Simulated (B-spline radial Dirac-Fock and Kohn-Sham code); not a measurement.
**Dipole and non-dipole photoemission parameters of B 2p3/2**

System: neutral boron, [He] 2s2 2p1; threshold 6.10 eV (orbital energy of the model). These are calculated numbers from a radial finite-basis atomic code; the model is Dirac-Hartree-Slater photoionisation with a Latter tail; cross sections with all multipoles, angular parameters from the dipole term and its interference with E2.

For linearly polarised light dσ/dΩ = σ/(4π) [1 + β P₂(cos θ) + (δ + γ cos²θ) sin θ cos φ], with θ from the polarisation vector and φ the angle between the beam and the projection of the electron momentum on the plane normal to the polarisation.

| hν (eV) | σ (kb) | β | γ | δ |
| --- | --- | --- | --- | --- |
| 60 | 82.9 | 1.471 | 0.106 | 0.008 |
| 63.2 | 71.4 | 1.459 | 0.111 | 0.008 |
| 80 | 35.7 | 1.394 | 0.136 | 0.010 |
| 93.1 | 22.6 | 1.338 | 0.150 | 0.011 |
| 134 | 7.21 | 1.164 | 0.175 | 0.016 |
| 138 | 6.57 | 1.149 | 0.176 | 0.017 |
| 139 | 6.42 | 1.145 | 0.176 | 0.017 |
| 147 | 5.37 | 1.115 | 0.178 | 0.018 |
| 161 | 4.02 | 1.068 | 0.182 | 0.020 |
| 275 | 0.735 | 0.811 | 0.208 | 0.034 |
| 300 | 0.554 | 0.773 | 0.216 | 0.037 |
| 310 | 0.497 | 0.758 | 0.219 | 0.038 |
| 393 | 0.224 | 0.659 | 0.243 | 0.047 |
| 444 | 0.147 | 0.611 | 0.255 | 0.052 |
| 477 | 0.115 | 0.584 | 0.262 | 0.055 |
| 480 | 0.112 | 0.582 | 0.263 | 0.055 |
| 665 | 0.0350 | 0.467 | 0.300 | 0.072 |
| 805 | 0.0172 | 0.401 | 0.325 | 0.084 |
| 1000 | 0.00756 | 0.326 | 0.349 | 0.098 |
| 1253.6 | ? | ? | ? | ? |
| 1486.9 | 0.00161 | 0.202 | 0.385 | 0.130 |
| 3350 | 6.37e-05 | 0.091 | 0.484 | 0.212 |
| 4700 | 1.61e-05 | 0.071 | 0.578 | 0.256 |
| 4830 | 1.44e-05 | 0.069 | 0.586 | 0.260 |
| 5414.7 | 9.00e-06 | 0.059 | 0.616 | 0.277 |
| 6000 | 5.88e-06 | 0.049 | 0.643 | 0.294 |
| 9770 | 7.64e-07 | 0.009 | 0.771 | 0.383 |
| 13700 | 1.83e-07 | -0.019 | 0.875 | 0.458 |

Q: Give the values at Mg Kα (1253.6 eV).

A: σ = 0.00315 kb, β = 0.253, γ = 0.371, δ = 0.115.
